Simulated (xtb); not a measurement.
Harmonic IR lines of one isomer of C10H8SSi, unscaled. Method: GFN2-xTB (xtb).

```json
[
 {"wavenumber (cm⁻¹)": "536", "relative intensity": "7.3"},
 {"wavenumber (cm⁻¹)": "558", "relative intensity": "8.1"},
 {"wavenumber (cm⁻¹)": "585", "relative intensity": "5.7"},
 {"wavenumber (cm⁻¹)": "779", "relative intensity": "100"},
 {"wavenumber (cm⁻¹)": "807", "relative intensity": "41"},
 {"wavenumber (cm⁻¹)": "822", "relative intensity": "6.5"},
 {"wavenumber (cm⁻¹)": "1097", "relative intensity": "9.1"},
 {"wavenumber (cm⁻¹)": "1362", "relative intensity": "3.3"},
 {"wavenumber (cm⁻¹)": "2248", "relative intensity": "53"},
 {"wavenumber (cm⁻¹)": "2259", "relative intensity": "91"},
 {"wavenumber (cm⁻¹)": "3084", "relative intensity": "6.5"}
]
```

### Question
Name which structure gives these lines.
A. `C#Cc1cc2cc([SiH3])ccc2s1`
B. `C#Cc1c([SiH3])ccc2ccsc12`
C. `C#Cc1cc2ccc([SiH3])cc2s1`
D. `C#Cc1cc2ccsc2cc1[SiH3]`

### Answer
B, `C#Cc1c([SiH3])ccc2ccsc12`
